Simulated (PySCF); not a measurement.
## Li (lithium, neutral) across methods

[He] 2s1, 2S determinant. Calculation: PySCF 2.14, in dyall-av3z; scalar relativity by spin-free X2C-1e. The B2PLYP total includes its PT2 part (frozen core); its orbital energies are those of the SCF part.

```csv
method,E (hartree),mean ε 1s α (eV),mean ε 1s β (eV),mean ε 2s α (eV),Σ⟨r²⟩ (bohr²),⟨S²⟩
wB97X-V,-7.4799,-58.246,-58.023,-5.360,18.11,0.750
PBE0,-7.4679,-55.875,-55.592,-3.831,17.96,0.750
LDA,-7.3446,-51.019,-50.808,-3.165,18.30,0.750
B2PLYP,-7.4702,-60.483,-60.115,-4.294,18.09,0.750
PBEsol,-7.3982,-51.222,-51.019,-3.160,18.15,0.750
r2SCAN,-7.4805,-53.317,-53.148,-3.258,18.06,0.750
UHF,-7.43342,-67.670,-67.180,-5.344,18.62,0.750
PBE,-7.4629,-51.733,-51.507,-3.227,17.96,0.750
```

(1) Estimate the same row for r2SCAN0.

## Answers

(1) E (hartree) = -7.4800; mean ε 1s α (eV) = -57.018; mean ε 1s β (eV) = -56.764; mean ε 2s α (eV) = -3.805; Σ⟨r²⟩ (bohr²) = 18.06; ⟨S²⟩ = 0.750.
